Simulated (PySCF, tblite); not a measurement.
Isomers of CH9FSi3, one GFN2-xTB conformer each. Single-point energies are computed at PBE0/pcSseg-1 (PySCF, gas phase, no added dispersion term), electronic only.

**Question.** Rank them by PBE0/pcSseg-1 energy, lowest first (kcal/mol).
A. `[CH3:1][Si@H:2]([SiH3:3])[SiH2:4][F:5]` with C1–Si2–Si4–F5 162°
B. `[F:1][SiH2:2][CH:3]([SiH3:4])[SiH3:5]` with F1–Si2–C3–Si4 -66°
C. `FC([SiH3])([SiH3])[SiH3]`
D. `F[Si]([SiH3])([SiH3])C`

**Answer.** B (0.0), D (0.1), A (2.1), C (59.9).

As drawn, the lowest has an Si–F bond, which the highest lacks. Neighbours under 2.5 kcal/mol apart (F[SiH2]C([SiH3])[SiH3] and C[Si](F)([SiH3])[SiH3]; C[Si](F)([SiH3])[SiH3] and C[Si@H]([SiH3])[SiH2]F) can change places with a better method, another conformer or zero-point energy. GFN2-xTB itself gives, in the same order: 0.0, 13.6, 11.3, 48.7. Both levels put the same isomer lowest; measured from each level's own lowest isomer, the values differ by up to 13.5 kcal/mol (C[Si](F)([SiH3])[SiH3]: 13.6 against 0.1).

**Question.** Which frontier levels, dipoles and rotational constants go with these structures?

**Answer.** 
```json
{"SMILES": "F[SiH2]C([SiH3])[SiH3]", "HOMO (eV, PBE0/pcSseg-1)": "-8.87", "LUMO (eV)": "-0.08", "dipole (D)": "1.98", "A, B, C (MHz)": "2370, 1831, 1259"}
{"SMILES": "C[Si](F)([SiH3])[SiH3]", "HOMO (eV, PBE0/pcSseg-1)": "-8.11", "LUMO (eV)": "-0.92", "dipole (D)": "1.61", "A, B, C (MHz)": "2564, 1476, 1276"}
{"SMILES": "C[Si@H]([SiH3])[SiH2]F", "HOMO (eV, PBE0/pcSseg-1)": "-8.25", "LUMO (eV)": "-1.10", "dipole (D)": "2.38", "A, B, C (MHz)": "2687, 1461, 1021"}
{"SMILES": "FC([SiH3])([SiH3])[SiH3]", "HOMO (eV, PBE0/pcSseg-1)": "-8.31", "LUMO (eV)": "-0.05", "dipole (D)": "1.45", "A, B, C (MHz)": "2099, 2098, 1461"}
```

**Question.** What happens when harmonic zero-point energies from GFN2-xTB frequencies are added?

**Answer.** 
```
                  SMILES  ZPE (kcal/mol)  electronic (kcal/mol)  with ZPE (kcal/mol)
  F[SiH2]C([SiH3])[SiH3]            52.4                    0.0                  0.0
  C[Si](F)([SiH3])[SiH3]            54.5                    0.1                  2.2
  C[Si@H]([SiH3])[SiH2]F            54.9                    2.1                  4.6
FC([SiH3])([SiH3])[SiH3]            50.0                   59.9                 57.5
```

The zero-point energies span 4.9 kcal/mol. The order is unchanged.
